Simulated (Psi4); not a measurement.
O$_{3}$ (SMILES O=[O+][O-]), singlet, at a GFN2-xTB geometry; HF/cc-pVTZ (Psi4 1.11).

Input for Psi4:
```
memory 2 GB

molecule mol {
0 1
O    -0.069457    1.073263   -0.188815
O     0.003625   -0.005920    0.409754
O     0.065833   -1.067343   -0.220940
}

set {
  basis cc-pvtz
  reference rhf
  e_convergence 1e-8
}

energy('scf')
print_variables()
```

It wrote (shortened):

```
   => Loading Basis Set <=

    Name: CC-PVTZ
    Role: ORBITAL
    Keyword: BASIS

         ---------------------------------------------------------
                                   SCF
               by Justin Turney, Rob Parrish, Andy Simmonett
                          and Daniel G. A. Smith
                              RHF Reference
         ---------------------------------------------------------

  ==> Geometry <==

    Molecular point group: cs
    Full point group: Cs

    Geometry (in Angstrom), charge = 0, multiplicity = 1:

       Center              X                  Y                   Z               Mass
    ------------   -----------------  -----------------  -----------------  -----------------
         O           -1.075507115151     0.188820581321     0.000000000000    15.994914619570
         O            0.006137225279    -0.409767168963     0.000000000000    15.994914619570
         O            1.069369889872     0.220946587642     0.000000000000    15.994914619570

  Running in cs symmetry.

  Rotational constants: A =      4.18361  B =      0.45808  C =      0.41287 [cm^-1]
  Rotational constants: A = 125421.58510  B =  13732.92547  C =  12377.64607 [MHz]
  Nuclear repulsion =   70.579467607460998

  Charge       = 0
  Multiplicity = 1
  Electrons    = 24
  Nalpha       = 12
  Nbeta        = 12

  ==> Algorithm <==

  SCF Algorithm Type is DF.
  DIIS enabled.
  MOM disabled.
  Fractional occupation disabled.
  Guess Type is SAD.
  Energy threshold   = 1.00e-08
  Density threshold  = 1.00e-06
  Integral threshold = 1.00e-12

  ==> Primary Basis <==

  Basis Set: CC-PVTZ
    Blend: CC-PVTZ
    Number of shells: 30
    Number of basis functions: 90
    Number of Cartesian functions: 105
    Spherical Harmonics?: true
    Max angular momentum: 3

   => Loading Basis Set <=

    Name: (CC-PVTZ AUX)
    Role: JKFIT
    Keyword: DF_BASIS_SCF

  ==> Integral Setup <==

  SCF_SUBTYPE=INCORE selected. In-core MEM_DF algorithm will be used.
  Using in-core AOs.

  ==> MemDFJK: Density-Fitted J/K Matrices <==

    J tasked:                   Yes
    K tasked:                   Yes
    wK tasked:                   No
    Algorithm:                 Core
    Schwarz Cutoff:           1E-12
    Mask sparsity (%):       0.0000
    Fitting Condition:        1E-10

   => Auxiliary Basis Set <=

  Basis Set: (CC-PVTZ AUX)
    Blend: CC-PVTZ-JKFIT
    Number of shells: 75
    Number of basis functions: 237
    Number of Cartesian functions: 288
[...]
   @DF-RHF iter   2:  -224.24012332696125   -4.67449e-02   9.24139e-03 DIIS/ADIIS
   @DF-RHF iter   3:  -224.34932540361365   -1.09202e-01   7.28386e-04 DIIS/ADIIS
   @DF-RHF iter   4:  -224.35073851330466   -1.41311e-03   2.38891e-04 DIIS/ADIIS
   @DF-RHF iter   5:  -224.35100702586726   -2.68513e-04   9.38497e-05 DIIS
   @DF-RHF iter   6:  -224.35105931749681   -5.22916e-05   3.90497e-05 DIIS
   @DF-RHF iter   7:  -224.35107246089288   -1.31434e-05   1.33878e-05 DIIS
   @DF-RHF iter   8:  -224.35107390373105   -1.44284e-06   3.55522e-06 DIIS
   @DF-RHF iter   9:  -224.35107395270029   -4.89692e-08   4.18671e-07 DIIS
   @DF-RHF iter  10:  -224.35107395342968   -7.29386e-10   1.40197e-07 DIIS
  Energy and wave function converged.

  ==> Post-Iterations <==

    Orbital Energies [Eh]
    ---------------------

    Doubly Occupied:

[...]
    Virtual:

[...]
    Final Occupation by Irrep:
             Ap   App
    DOCC [    10,    2 ]
    NA   [    10,    2 ]
    NB   [    10,    2 ]

  @DF-RHF Final Energy:  -224.35107395342968

   => Energetics <=

    Nuclear Repulsion Energy =             70.5794676074609981
    One-Electron Energy =                -448.4752358595472970
    Two-Electron Energy =                 153.5446942986566512
    Total Energy =                       -224.3510739534296761

Computation Completed

Properties will be evaluated at   0.000000,   0.000000,   0.000000 [a0]

Properties computed using the SCF density matrix

 Multipole Moments:

 ------------------------------------------------------------------------------------
     Multipole            Electronic (a.u.)      Nuclear  (a.u.)        Total (a.u.)
 ------------------------------------------------------------------------------------

 L = 1.  Multiply by 2.5417464519 to convert [e a0] to [Debye]
 Dipole X            :          0.0046348            0.0000000            0.0046348
 Dipole Y            :         -0.3103704            0.0000000           -0.3103704
 Dipole Z            :          0.0000000            0.0000000            0.0000000
 Magnitude           :                                                    0.3104050

 ------------------------------------------------------------------------------------

  Variable Map:
  ----------------------------------------------------------------------------
[...]
  Array Variable Map:
  ----------------------------------------------------------------------------
[...]
[...]
```
